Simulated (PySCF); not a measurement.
A structure optimised at PBE-D3(BJ)/def2-SVP, used in a PySCF frequency run:

```
C
H 1 1.1097
H 1 1.1353 2 103.93
C 1 1.4977 2 112.92 3 -118.20
C 4 1.3446 1 125.26 2 -5.21
H 5 1.1008 4 121.45 1 -177.94
H 5 1.1032 6 117.05 4 -179.59
H 4 1.1057 5 118.96 6 -0.02
B 1 1.5556 2 114.75 3 100.04
H 9 1.2179 1 120.01 2 -25.67
H 9 1.2190 10 119.08 1 173.53
```

**Question.** Write its SMILES and formula.

**Answer.** BCC=C, C3H7B

**Question.** What are its rotational constants (standard atomic weights)?

**Answer.** 27.737, 4.1372, 3.9030 GHz
